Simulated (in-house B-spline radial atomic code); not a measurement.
# Solving the quasi-particle equation for 6p up of neutral bismuth

Configuration [Xe] 4f14 5d10 6s2 6p3, highest spin, start PBE0, empty levels kept to 2000 hartree. Computed with a B-spline radial code for spherical atoms: all electrons, scalar-relativistic (spin-free one-electron X2C), finite nucleus, each spin shell either full or empty, empty states to l = 9 with an (l + 1/2)⁻⁴ tail; G0W0 by contour deformation at full frequency.

Without the two-electron picture change, the correlation of inner shells comes somewhat too large for so heavy an element.

Spin-orbit coupling, left out, splits p levels strongly here.

Spin-orbit coupling splits this shell strongly; the level is its average.

At the mean-field level ε = -6.214 eV the matrix elements are Σx = -14.745 eV, v_xc = -12.405 eV and Σc(ε) = -0.536 eV, and the slope of the correlation self-energy is dΣc/dω = -0.0912. The quasi-particle energy solves E = ε + Σx − v_xc + Σc(E).

(1) What does the linearised equation give?

(2) How does that compare with the full solution and with static screening?

## Answers

(1) Z = 1/(1 − dΣc/dω) = 1/1.0912 = 0.9164. The first-order shift is Σx − v_xc + Σc(ε) = -14.745 − (-12.405) + (-0.536) = -2.876 eV, so E ≈ ε + Z × shift = -6.214 + 0.9164 × (-2.876) = -8.850 eV.

(2) Solving the equation at full frequency dependence gives E = -8.812 eV, where Σc = -0.258 eV and the weight is 0.886; the linearised value is off by 38 meV. Leaving Z out would give -9.090 eV. Static COHSEX puts -1.808 eV in place of Σc and gives -10.362 eV, 1.55 eV deeper. The tabulated removal energy is 7.286 eV (NIST, measured); the run leaves out spin-orbit coupling, Breit and QED terms.
